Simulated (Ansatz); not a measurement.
# Nudged elastic band run: FH₇O₂Si₂

input.yaml

```yaml
crystal:
  periodic: [false, false, false]
  atoms:
    - { symbol: Si, position_ang: [0.010623, 0.955874, 0.818964] }
    - { symbol: O, position_ang: [1.442221, 1.135007, -0.009056] }
    - { symbol: O, position_ang: [-0.528918, -0.574171, 0.695939] }
    - { symbol: Si, position_ang: [-1.238524, -1.948984, 0.132832] }
    - { symbol: H, position_ang: [-0.92304, 1.897449, 0.189456] }
    - { symbol: H, position_ang: [0.238052, 1.25789, 2.241775] }
    - { symbol: H, position_ang: [1.558421, 1.702765, -1.704129] }
    - { symbol: F, position_ang: [1.560565, 1.941094, -2.584143] }
    - { symbol: H, position_ang: [2.228411, 0.718512, 0.312638] }
    - { symbol: H, position_ang: [-1.832131, -2.683361, 1.268897] }
    - { symbol: H, position_ang: [-0.219018, -2.795715, -0.521863] }
    - { symbol: H, position_ang: [-2.296763, -1.606358, -0.841409] }
basis:
  gaussian: { orbitals: def2-SVP }
hamiltonian:
  xc: hf
neb:
  order_check: false
  images: 7
  f_tol: 0.05
  max_iterations: 60
  final_atoms:
    - { symbol: Si, position_ang: [0.00613481, 1.25397451, 1.16777573] }
    - { symbol: O, position_ang: [0.89955027, 0.27264146, -1.72964532] }
    - { symbol: O, position_ang: [-0.50220882, -0.26732018, 0.97478815] }
    - { symbol: Si, position_ang: [-0.83100048, -1.63536724, 0.10554731] }
    - { symbol: H, position_ang: [-0.70510376, 2.19882566, 0.29710033] }
    - { symbol: H, position_ang: [-0.10386882, 1.63450164, 2.58288078] }
    - { symbol: H, position_ang: [1.67655457, 0.58899667, -1.29016389] }
    - { symbol: F, position_ang: [1.57674767, 1.35479079, 0.79389563] }
    - { symbol: H, position_ang: [0.83054993, 0.76767054, -2.53154886] }
    - { symbol: H, position_ang: [-1.63550661, -2.51726939, 0.98030926] }
    - { symbol: H, position_ang: [0.4148813, -2.33603786, -0.25532143] }
    - { symbol: H, position_ang: [-1.62683106, -1.31540461, -1.09571668] }
  initial_path:
    images:
      - { positions_ang: [[0.010623, 0.955874, 0.818964], [1.442221, 1.135007, -0.009056], [-0.528918, -0.574171, 0.695939], [-1.238524, -1.948984, 0.132832], [-0.92304, 1.897449, 0.189456], [0.238052, 1.25789, 2.241775], [1.558421, 1.702765, -1.704129], [1.560565, 1.941094, -2.584143], [2.228411, 0.718512, 0.312638], [-1.832131, -2.683361, 1.268897], [-0.219018, -2.795715, -0.521863], [-2.296763, -1.606358, -0.841409]] }
      - { positions_ang: [[0.00803521, 0.991398, 0.70356966], [1.40509307, 0.98982623, -0.29617997], [-0.55709512, -0.52549914, 0.66524048], [-1.21863388, -1.93375589, 0.16921953], [-0.9542385, 1.8789206, 0.06295292], [0.36392532, 1.25068393, 2.07939979], [1.5566562, 1.72255614, -1.51610626], [1.45688703, 2.11582515, -1.99138099], [2.16933641, 0.53858333, 0.02949243], [-1.90890413, -2.54811173, 1.28493685], [-0.16219249, -2.7887227, -0.2954639], [-2.15897011, -1.69170193, -0.89577956]] }
      - { positions_ang: [[0.00544742, 1.026922, 0.58817533], [1.36796515, 0.84464546, -0.58330393], [-0.58527225, -0.47682727, 0.63454197], [-1.19874377, -1.91852777, 0.20560706], [-0.985437, 1.86039219, -0.06355015], [0.48979864, 1.24347785, 1.91702459], [1.55489139, 1.74234728, -1.32808352], [1.35320906, 2.29055631, -1.39861898], [2.11026183, 0.35865466, -0.25365313], [-1.98567727, -2.41286245, 1.30097671], [-0.10536699, -2.7817304, -0.06906481], [-2.02117722, -1.77704586, -0.95015012]] }
      - { positions_ang: [[0.00285963, 1.062446, 0.47278099], [1.33083722, 0.6994647, -0.8704279], [-0.61344937, -0.42815541, 0.60384345], [-1.17885365, -1.90329966, 0.24199458], [-1.0166355, 1.84186379, -0.19005323], [0.61567197, 1.23627178, 1.75464938], [1.55312659, 1.76213842, -1.14006078], [1.2495311, 2.46528746, -0.80585697], [2.05118724, 0.17872599, -0.5367987], [-2.0624504, -2.27761318, 1.31701656], [-0.04854148, -2.7747381, 0.15733429], [-1.88338434, -1.86238979, -1.00452068]] }
      - { positions_ang: [[0.00027184, 1.09797, 0.35738666], [1.29370929, 0.55428393, -1.15755187], [-0.64162649, -0.37948355, 0.57314494], [-1.15896353, -1.88807155, 0.27838211], [-1.047834, 1.82333539, -0.31655631], [0.74154529, 1.22906571, 1.59227418], [1.55136179, 1.78192956, -0.95203803], [1.14585313, 2.64001862, -0.21309496], [1.99211266, -0.00120268, -0.81994427], [-2.13922354, -2.14236391, 1.33305642], [0.00828402, -2.7677458, 0.38373338], [-1.74559145, -1.94773372, -1.05889124]] }
      - { positions_ang: [[0.00173758, 1.13697113, 0.55998393], [1.19516954, 0.48387331, -1.30057523], [-0.60677208, -0.35144271, 0.67355574], [-1.07697277, -1.82489547, 0.23517341], [-0.96215144, 1.91720795, -0.16314215], [0.53019176, 1.33042469, 1.83992583], [1.58265998, 1.48369634, -1.0365695], [1.25357676, 2.31871166, 0.03865268], [1.70172198, 0.19101562, -1.24784542], [-2.01329431, -2.23609028, 1.24486963], [0.10993334, -2.65981881, 0.22396968], [-1.71590135, -1.78965144, -1.0680976]] }
      - { positions_ang: [[0.00320332, 1.17597226, 0.76258119], [1.09662978, 0.41346269, -1.4435986], [-0.57191766, -0.32340186, 0.77396654], [-0.99498201, -1.76171939, 0.19196471], [-0.87646888, 2.01108052, -0.00972799], [0.31883824, 1.43178368, 2.08757748], [1.61395818, 1.18546311, -1.12110096], [1.3613004, 1.9974047, 0.29040033], [1.41133129, 0.38323393, -1.67574656], [-1.88736507, -2.32981665, 1.15668284], [0.21158266, -2.55189183, 0.06420597], [-1.68621125, -1.63156917, -1.07730396]] }
      - { positions_ang: [[0.00466907, 1.21497339, 0.96517846], [0.99809003, 0.34305208, -1.58662196], [-0.53706324, -0.29536102, 0.87437735], [-0.91299124, -1.69854331, 0.14875601], [-0.79078632, 2.10495309, 0.14368617], [0.10748471, 1.53314266, 2.33522913], [1.64525637, 0.88722989, -1.20563243], [1.46902403, 1.67609774, 0.54214798], [1.12094061, 0.57545224, -2.10364771], [-1.76143584, -2.42354302, 1.06849605], [0.31323198, -2.44396484, -0.09555773], [-1.65652116, -1.47348689, -1.08651032]] }
      - { positions_ang: [[0.00613481, 1.25397451, 1.16777573], [0.89955027, 0.27264146, -1.72964532], [-0.50220882, -0.26732018, 0.97478815], [-0.83100048, -1.63536724, 0.10554731], [-0.70510376, 2.19882566, 0.29710033], [-0.10386882, 1.63450164, 2.58288078], [1.67655457, 0.58899667, -1.29016389], [1.57674767, 1.35479079, 0.79389563], [0.83054993, 0.76767054, -2.53154886], [-1.63550661, -2.51726939, 0.98030926], [0.4148813, -2.33603786, -0.25532143], [-1.62683106, -1.31540461, -1.09571668]] }
```

Run as:

```bash
$ ansatz run input.yaml --threads 2 --pin off --max-ram 3072MiB --backend cpu --events-out ev --progress --plain --runs-dir out
```

Output, in part (warnings, iteration lines, the closing report on the highest movable image, with atoms numbered from 0):

```
NEB end point (image 0): max|allowed force component| = 2.974e-2 eV/Å (the criterion of neb.relax_end_points is 1.000e-2)
NEB end point (image 8): max|allowed force component| = 2.511e-2 eV/Å (the criterion of neb.relax_end_points is 1.000e-2)
NEB iter   1: max|band force component| = 3.063e2 eV/Å  barrier→ = 51.8375 eV  barrier← = 52.2327 eV  Δτ_max = 0.2000 Å  (269 SCF iters)
NEB iter   2: max|band force component| = 3.981e1 eV/Å  barrier→ = 6.5115 eV  barrier← = 6.9067 eV  Δτ_max = 0.1974 Å  (213 SCF iters)
NEB iter   3: max|band force component| = 2.693e1 eV/Å  barrier→ = 4.1134 eV  barrier← = 4.5085 eV  Δτ_max = 0.1976 Å  (208 SCF iters)
NEB iter   4: max|band force component| = 1.026e1 eV/Å  barrier→ = 1.5167 eV  barrier← = 1.9118 eV  Δτ_max = 0.1920 Å  (208 SCF iters)
NEB iter   5: max|band force component| = 4.337e0 eV/Å  barrier→ = 1.4328 eV  barrier← = 1.8280 eV  Δτ_max = 0.2000 Å  (209 SCF iters)
NEB iter   6: max|band force component| = 2.594e0 eV/Å  barrier→ = 1.3919 eV  barrier← = 1.7870 eV  Δτ_max = 0.1960 Å  (207 SCF iters)
NEB iter   7: max|band force component| = 3.484e0 eV/Å  barrier→ = 1.3863 eV  barrier← = 1.7815 eV  Δτ_max = 0.1002 Å  (217 SCF iters)
NEB iter   8: max|band force component| = 2.036e0 eV/Å  barrier→ = 1.3323 eV  barrier← = 1.7275 eV  Δτ_max = 0.1001 Å  (208 SCF iters)
NEB iter   9: max|band force component| = 2.248e0 eV/Å  barrier→ = 1.2648 eV  barrier← = 1.6600 eV  Δτ_max = 0.0499 Å  (211 SCF iters)
NEB iter  10: max|band force component| = 9.978e-1 eV/Å  barrier→ = 1.1752 eV  barrier← = 1.5703 eV  Δτ_max = 0.0999 Å  (209 SCF iters)
NEB iter  11: max|band force component| = 2.520e0 eV/Å  barrier→ = 1.1312 eV  barrier← = 1.5263 eV  Δτ_max = 0.0501 Å  (206 SCF iters)
NEB iter  12: max|band force component| = 6.950e-1 eV/Å  barrier→ = 0.9641 eV  barrier← = 1.3593 eV  Δτ_max = 0.1000 Å  (200 SCF iters)
NEB iter  13: max|band force component| = 7.572e-1 eV/Å  barrier→ = 0.8355 eV  barrier← = 1.2307 eV  Δτ_max = 0.0501 Å  (211 SCF iters)
NEB iter  14: max|band force component| = 9.262e-1 eV/Å  barrier→ = 0.8134 eV  barrier← = 1.2085 eV  CI = image 4  Δτ_max = 0.0997 Å  (200 SCF iters)
NEB iter  15: max|band force component| = 9.831e-1 eV/Å  barrier→ = 0.9098 eV  barrier← = 1.3049 eV  CI = image 4  Δτ_max = 0.2000 Å  (208 SCF iters)
NEB iter  16: max|band force component| = 7.737e-1 eV/Å  barrier→ = 1.3248 eV  barrier← = 1.7199 eV  CI = image 4  Δτ_max = 0.1009 Å  (212 SCF iters)
NEB iter  17: max|band force component| = 1.100e0 eV/Å  barrier→ = 1.5730 eV  barrier← = 1.9682 eV  CI = image 4  Δτ_max = 0.0502 Å  (208 SCF iters)
NEB iter  18: max|band force component| = 1.019e0 eV/Å  barrier→ = 1.5550 eV  barrier← = 1.9501 eV  CI = image 4  Δτ_max = 0.0502 Å  (194 SCF iters)
NEB iter  19: max|band force component| = 6.246e-1 eV/Å  barrier→ = 1.4897 eV  barrier← = 1.8848 eV  CI = image 4  Δτ_max = 0.1006 Å  (205 SCF iters)
NEB iter  20: max|band force component| = 4.343e-1 eV/Å  barrier→ = 1.4441 eV  barrier← = 1.8392 eV  CI = image 4  Δτ_max = 0.1012 Å  (207 SCF iters)
NEB iter  21: max|band force component| = 4.164e-1 eV/Å  barrier→ = 1.4272 eV  barrier← = 1.8223 eV  CI = image 4  Δτ_max = 0.0930 Å  (207 SCF iters)
NEB iter  22: max|band force component| = 1.323e-1 eV/Å  barrier→ = 1.4219 eV  barrier← = 1.8170 eV  CI = image 4  Δτ_max = 0.0996 Å  (208 SCF iters)
NEB iter  23: max|band force component| = 1.295e-1 eV/Å  barrier→ = 1.4185 eV  barrier← = 1.8137 eV  CI = image 4  Δτ_max = 0.0499 Å  (204 SCF iters)
NEB iter  24: max|band force component| = 8.890e-2 eV/Å  barrier→ = 1.4161 eV  barrier← = 1.8112 eV  CI = image 4  Δτ_max = 0.0498 Å  (194 SCF iters)
NEB iter  25: max|band force component| = 7.583e-2 eV/Å  barrier→ = 1.4142 eV  barrier← = 1.8094 eV  CI = image 4  Δτ_max = 0.0498 Å  (211 SCF iters)
NEB iter  26: max|band force component| = 6.592e-2 eV/Å  barrier→ = 1.4128 eV  barrier← = 1.8079 eV  CI = image 4  Δτ_max = 0.0503 Å  (201 SCF iters)
NEB iter  27: max|band force component| = 7.093e-2 eV/Å  barrier→ = 1.4109 eV  barrier← = 1.8061 eV  CI = image 4  Δτ_max = 0.0502 Å  (201 SCF iters)
NEB iter  28: max|band force component| = 1.113e-1 eV/Å  barrier→ = 1.4090 eV  barrier← = 1.8042 eV  CI = image 4  Δτ_max = 0.0250 Å  (199 SCF iters)
NEB iter  29: max|band force component| = 5.571e-2 eV/Å  barrier→ = 1.4082 eV  barrier← = 1.8033 eV  CI = image 4  Δτ_max = 0.0500 Å  (200 SCF iters)
NEB iter  30: max|band force component| = 6.631e-2 eV/Å  barrier→ = 1.4065 eV  barrier← = 1.8017 eV  CI = image 4  Δτ_max = 0.0250 Å  (200 SCF iters)
NEB iter  31: max|band force component| = 6.385e-2 eV/Å  barrier→ = 1.4058 eV  barrier← = 1.8009 eV  CI = image 4  Δτ_max = 0.0250 Å  (202 SCF iters)
NEB iter  32: max|band force component| = 7.973e-2 eV/Å  barrier→ = 1.4051 eV  barrier← = 1.8002 eV  CI = image 4  Δτ_max = 0.0125 Å  (181 SCF iters)
NEB iter  33: max|band force component| = 4.845e-2 eV/Å  barrier→ = 1.4047 eV  barrier← = 1.7999 eV  CI = image 4  Δτ_max = 0.0000 Å  (387 SCF iters)
Total energy: -22607.43881064 eV, -830.8080524186 hartree
Atom 0 at     0.071943     1.108418     0.217185 Å, force    -0.016132    -0.029619    -0.010051 eV/Å
Atom 1 at     1.467962     0.672120    -0.843650 Å, force     0.012223     0.003816     0.013635 eV/Å
Atom 2 at    -0.410203    -0.466996     0.469913 Å, force     0.037766     0.003816     0.010923 eV/Å
Atom 3 at    -1.177695    -1.893729     0.275498 Å, force    -0.015433     0.001115    -0.004704 eV/Å
Atom 4 at    -1.047149     1.684971    -0.524492 Å, force     0.001280    -0.000013    -0.002207 eV/Å
Atom 5 at     0.433237     1.511526     1.574540 Å, force    -0.001652     0.000693    -0.000628 eV/Å
Atom 6 at     1.711244     1.739036    -0.810525 Å, force    -0.004366     0.019535     0.002022 eV/Å
Atom 7 at     1.106989     2.713191    -0.355521 Å, force     0.003181     0.007852    -0.008990 eV/Å
Atom 8 at     2.075211    -0.027480    -0.644864 Å, force    -0.012139    -0.010451     0.000000 eV/Å
Atom 9 at    -1.833178    -2.299641     1.537712 Å, force     0.001107     0.000023    -0.000273 eV/Å
Atom 10 at    -0.195277    -2.937388    -0.105175 Å, force    -0.003709     0.000479    -0.002683 eV/Å
Atom 11 at    -2.203184    -1.804027    -0.790720 Å, force    -0.002126     0.002754     0.002956 eV/Å
Dipole moment:     0.358820    -0.489953    -0.070899 e Å
```

The forces met the threshold. Neighbouring images differ by up to 1.3 eV, so the band resolves the path poorly. A vibrational analysis at the climbing image gives one clearly imaginary mode, 1084i cm⁻¹: a first-order saddle point. The orbitals stay closed-shell, which can raise the energy where a bond breaks towards radicals; this wasn't checked here.

Final band (atoms are numbered from 1 in the order of the input):

```csv
image,path coordinate (Å),energy (kJ/mol),Si1–O2 (Å),H7–F8 (Å),Si1–F8 (Å)
0,0.00,0.0,1.66,0.91,3.87
1,1.22,0.3,1.66,0.91,3.94
2,2.44,1.5,1.66,0.91,3.73
3,3.66,7.2,1.67,0.91,3.05
4,4.88,135.5,1.81,1.23,1.99
5,6.32,31.8,2.94,1.78,1.64
6,7.77,-29.3,3.62,2.10,1.62
7,9.21,-36.0,3.44,2.12,1.62
8,10.66,-38.1,3.19,2.22,1.62
```

Run time: 5.3 min on 2 threads of Arm Neoverse V1 (shared host), peak memory 0.24 GiB.
